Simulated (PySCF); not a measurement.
**[RhO4]-: one-bond stretch**

All numbers come from UPBE in PySCF with Rh def2-SVPD with ECP28, O def2-SVPD; scalar-relativistic core potentials, no spin–orbit coupling; density-fitted integrals.

Rigid scan from the triplet minimum (Rh–O 1.768 Å (×4); O–Rh–O 109.5° (×6)). Coordinate: the bond from Rh to the last atom (O) scaled, the rest fixed. Energies in kJ/mol from the minimum.

Task: Predict the curve at 0.92, 0.96, 1.00, 1.05, 1.12, 1.20, 1.35, 1.55, 1.80, 2.20.

Result: 
| scale of one bond | E (kJ/mol) | dipole size (D, about the centre of mass) | ⟨S²⟩ |
| --- | --- | --- | --- |
| 0.92 | 39.7 | 0.86 | 2.01 |
| 0.96 | 8.6 | 0.41 | 2.01 |
| 1.00 | 0.0 | 0.00 | 2.01 |
| 1.05 | 10.1 | 0.45 | 2.01 |
| 1.12 | 46.7 | 1.00 | 2.01 |
| 1.20 | 102.4 | 1.52 | 2.01 |
| 1.35 | 209.6 | 2.29 | 2.02 |
| 1.55 | 277.3 | – | 2.95 |
| 1.80 | 313.2 | – | 2.98 |
| 2.20 | 335.6 | – | 2.89 |

Spin contamination is strong at 1.55, 1.80, 2.20, so these points are less reliable.

Other spin states or occupations of the open shell can lie lower.

Other isomers or separated fragments may lie lower.

The scan took roughly 12 core-minutes on a shared host.
